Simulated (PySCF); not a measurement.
MoO2F2 (singlet state).
Bonds: Mo1–O2, Mo1–O3, Mo1–F4, Mo1–F5.

A linear-response calculation (PySCF, def2-SVPD basis, gas phase, vertical, core orbitals frozen in the response) gave these numbers; the functional is withheld.

Orbital energies (eV): HOMO-3 -13.26, HOMO-2 -12.86, HOMO-1 -12.71, HOMO -11.72, LUMO -2.38, LUMO+1 -1.98, LUMO+2 -0.91.

```
state  E (eV)       f  main configurations (H = HOMO, L = LUMO)
   S1    4.97  0.0007                               H→L+1 (97%)
   S2    5.02  0.0056                                 H→L (93%)
   S3    5.79  0.0054                               H-1→L (97%)
   S4    6.05  0.0000   H-2→L+1 (62%), H→L+2 (20%), H-3→L (16%)
   S5    6.09  0.0025                H-2→L (84%), H-3→L+1 (10%)
   S6    6.21  0.0000                H→L+2 (68%), H-2→L+1 (27%)
```

Triplets (Tamm–Dancoff): T1 4.40 eV, H→L (93%); T2 4.61 eV, H→L+1 (96%); T3 5.28 eV, H-1→L+1 (72%), H-2→L (12%); T4 5.28 eV, H-2→L (60%), H-1→L+1 (15%), H-3→L+1 (12%).

Vertical ionisation energy by ΔSCF with the same functional: 12.63 eV. Mean static polarisability: 40.9 au.

Question: Name the functional.
A. HF
B. PBE0
C. CAM-B3LYP
D. PBE

Answer: C. CAM-B3LYP is range-separated, 19% exact exchange at short range and 65% at long range (ω = 0.33 bohr⁻¹). In this run −ε(HOMO) = 11.72 eV differs from the ΔSCF value by -0.92 eV, and S1 differs from the orbital gap of 9.34 eV by -4.36 eV. The ratio −ε(HOMO)/IP is 0.93. Usual ranges for neutral molecules in this basis: 0.85 to 0.93 with CAM-B3LYP, 0.5 to 0.7 with PBE, 0.7 to 0.83 with PBE0; Hartree–Fock can't fall below 1, since the ion's relaxation only lowers the ΔSCF value.

Method: TDDFT CAM-B3LYP/def2-SVPD, vertical, gas phase, core orbitals frozen in the response, def2 core potentials past Kr in PySCF. Isolated species at its PBE0-D3(BJ)/def2-SVP geometry, gas phase. Spin–orbit coupling is left out.
